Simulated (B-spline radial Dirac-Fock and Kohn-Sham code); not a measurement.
X-ray form factors of neutral atoms, Sc to As

Calculated with an atomic code on a B-spline grid, using configuration-average Dirac-Fock orbitals. f₀ is given at the stated s = sin θ/λ in Å⁻¹. The last column sums ⟨r²⟩ over the electrons.

```
 Z  element  f₀(0.35)  f₀(0.4)  f₀(0.5)  f₀(1.2)  f₀(2.5)  Σ⟨r²⟩ (bohr²)
21       Sc    11.243   10.225    8.687    4.570    1.533          52.79
22       Ti    11.946   10.850    9.147    4.872    1.637          49.77
23        V    12.701   11.527    9.659    5.140    1.756          47.09
24       Cr    13.508   12.224   10.179    5.373    1.888          39.57
25       Mn    14.347   13.026   10.837    5.586    2.037          42.56
26       Fe    15.228   13.840   11.499    5.775    2.197          40.62
27       Co    16.140   14.691   12.206    5.951    2.366          38.86
28       Ni    17.080   15.574   12.954    6.118    2.542          37.24
29       Cu    18.133   16.513   13.706    6.285    2.720          31.75
30       Zn    19.027   17.421   14.559    6.454    2.907          34.39
31       Ga    19.848   18.279   15.410    6.633    3.097          40.55
32       Ge    20.561   19.049   16.229    6.829    3.287          41.76
33       As    21.186   19.727   16.990    7.049    3.474          41.64
```
